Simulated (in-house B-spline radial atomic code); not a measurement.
How numerical settings move a run on Au⁺, [Xe] 4f14 5d10. Computed with a B-spline radial code for spherical atoms: Dirac-Hartree-Fock, average of configuration, Fermi nucleus of rms radius 5.4371 fm.

Command:
```bash
python run_scf.py task.json out
```
Settings of the sound reference run:
```
Z                79
electrons        78
configuration    [Xe] 4f14 5d10
hamiltonian      dirac
method           hf
spin_polarised   False
nucleus          fermi
rms_radius       5.4371
mass_number      197
atomic_mass      196.9666
speed_of_light   137.036
knot_spacing     0.22
spline_order     8
gauss_points     12
box_radius       35.29
max_iterations   70
damping          0.5
damped_steps     3
diis_vectors     10
tolerance        1e-08
start            Thomas-Fermi
```

Time taken, with all properties: 2.3 s on 1 thread of Arm Neoverse N1, on a shared host.

It converges in 10 iterations to -19035.275687 hartree, with 5d5/2 at -20.1448 eV. The other runs change the listed settings, some to values that make no sense; their results aren't properties of the atom or ion. Radii are in bohr (the nuclear one in fm), a minus after a letter asks for a j subshell, and «unchanged» means within 1e-8 hartree. The run stops when the residual is below 10 × tolerance × max(1, Z/10), or a noise floor if that is larger, and the energy moves by less than 1e-8 × √|E| hartree; so very loose and very tight tolerances often act alike.

```tsv
changed settings	outcome
box_radius = 7.06	converged in 10 iterations, energy +2.41e-04 hartree from the reference, 5d5/2 level +1.2e-02 eV (the program warns: 5d5/2 reaches the box edge; 5d3/2 reaches the box edge)
electrons = 81, configuration = [Xe] 4f14 5d10 6s3, max_iterations = 50	stopped with error: shell 6s holds at most 2 electrons
box_radius = 1.41	converged in 9 iterations, energy +5.57e+01 hartree from the reference, 5d5/2 level +1.8e+02 eV (the program warns: 5d5/2 has a positive eigenvalue: unbound, held by the box; 5p1/2 has a positive eigenvalue: unbound, held by the box)
box_radius = 17.64	converged in 10 iterations, energy unchanged, 5d5/2 level +3.2e-07 eV
method = scan,scan	stopped with error: meta-GGAs are not served with the Dirac Hamiltonian
electrons = 79, configuration = [Xe] 4f14 5d11, max_iterations = 75	stopped with error: shell 5d holds at most 10 electrons
box_radius = 5.29	converged in 10 iterations, energy +8.50e-03 hartree from the reference, 5d5/2 level +2.5e-01 eV (the program warns: 5d5/2 reaches the box edge; 5p1/2 reaches the box edge)
damped_steps = 0	converged in 10 iterations, energy unchanged, 5d5/2 level +7.2e-06 eV
spline_order = 10, max_iterations = 75, damping = 0.8, diis_vectors = 20, start = bare nucleus	converged in 14 iterations, energy +2.35e-07 hartree from the reference, 5d5/2 level +6.0e-06 eV
box_radius = 141.16	converged in 10 iterations, energy unchanged, 5d5/2 level +2.9e-07 eV
box_radius = 3.53	converged in 10 iterations, energy +2.85e-01 hartree from the reference, 5d5/2 level +3.8e+00 eV (the program warns: 5d5/2 reaches the box edge; 5s1/2 reaches the box edge)
damped_steps = 1	converged in 10 iterations, energy unchanged, 5d5/2 level +6.0e-06 eV
damped_steps = 8	converged in 12 iterations, energy unchanged, 5d5/2 level +1.5e-05 eV
knot_spacing = 0.55, gauss_points = 6, box_radius = 17.64, max_iterations = 100, damped_steps = 1	converged in 10 iterations, energy +2.40e+00 hartree from the reference, 5d5/2 level -6.1e-02 eV (the program warns: 4s1/2 reaches the box edge)
gauss_points = 6	converged in 10 iterations, energy +1.30e-08 hartree from the reference
box_radius = 10.59	converged in 10 iterations, energy +1.38e-07 hartree from the reference, 5d5/2 level +1.4e-05 eV
```

Question: What happens with box_radius = 2.12, max_iterations = 75, damping = 0.2, diis_vectors = 0, start = bare nucleus?

Answer: Converged in 27 iterations, energy +6.79e+00 hartree from the reference, 5d5/2 level +3.7e+01 eV (the program warns: 5d5/2 has a positive eigenvalue: unbound, held by the box; 5d3/2 has a positive eigenvalue: unbound, held by the box).

Question: What happens with gauss_points = 16?

Answer: Converged in 10 iterations, energy unchanged.

Question: What happens with box_radius = 2.12?

Answer: Converged in 9 iterations, energy +6.79e+00 hartree from the reference, 5d5/2 level +3.7e+01 eV (the program warns: 5d5/2 has a positive eigenvalue: unbound, held by the box; 5d3/2 has a positive eigenvalue: unbound, held by the box).

Question: What happens with damped_steps = 30?

Answer: Converged in 20 iterations, energy unchanged, 5d5/2 level -4.5e-06 eV.
